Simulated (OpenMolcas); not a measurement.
An atom or ion with 6 electrons was computed by SS-CASPT2, IPEA 0.25 Eh, imaginary shift 0.1 Eh with spin-orbit coupling (OpenMolcas, ANO-RCC-VTZP, DKH2). The lowest levels that the run gave, each within 12 % of the measured value where one is at hand:

```tsv
J	Parity	E (cm⁻¹)	g
0	even	0.0	
1	even	401	1.501
2	even	1156	1.501
2	even	30860	1.000
0	even	64050	
2	odd	86650	2.002
1	odd	175250	0.499
2	odd	175260	1.167
3	odd	175280	1.334
0	odd	208370	
1	odd	208390	1.501
2	odd	208420	1.501
```

**Question.** Which ion is it, and what are the configurations and terms?

**Answer.** Ne4+ (Z = 10, charge +4; active space 4 electrons in 8 orbitals (2s 2p 3s 3p)). J, parity and g give the terms where levels are pure, and mixed ones are named by the computed weights; the size of the splittings, set against known spectra of the 6-electron sequence, gives the charge. In order, with the measured energies in cm⁻¹ (NIST levels in Podobedova, Fuhr, Reader and Wiese, J. Phys. Chem. Ref. Data 33, 525 (2004)): 2s² 2p² ³P₀, 2s² 2p² ³P₁ (412), 2s² 2p² ³P₂ (1110), 2s² 2p² ¹D₂ (30292), 2s² 2p² ¹S₀ (63914), 2s 2p³ ⁵S°₂, 2s 2p³ ³D°₁, 2s 2p³ ³D°₂ (175905), 2s 2p³ ³D°₃, 2s 2p³ ³P°₀ (208193), 2s 2p³ ³P°₁, 2s 2p³ ³P°₂.

CASPT2 does not keep the components of a term degenerate, so their means are used; among the terms shown or strongly mixed into the levels shown the widest spread is 17 cm-1 (2s 2p³ ³D°). Active for correlation alone: 3p 3s; no level in the range computed is led by a configuration that fills them, so any true level of that kind is missing. Measured partners are found by configuration, term and J. A level has none where our copy of the source lacks it or the pairing is in doubt (some pairs that miss far off the trend of their configuration count as doubtful), and it then counts in no deviation. Levels of configurations outside the active space are missing.

° marks odd parity.
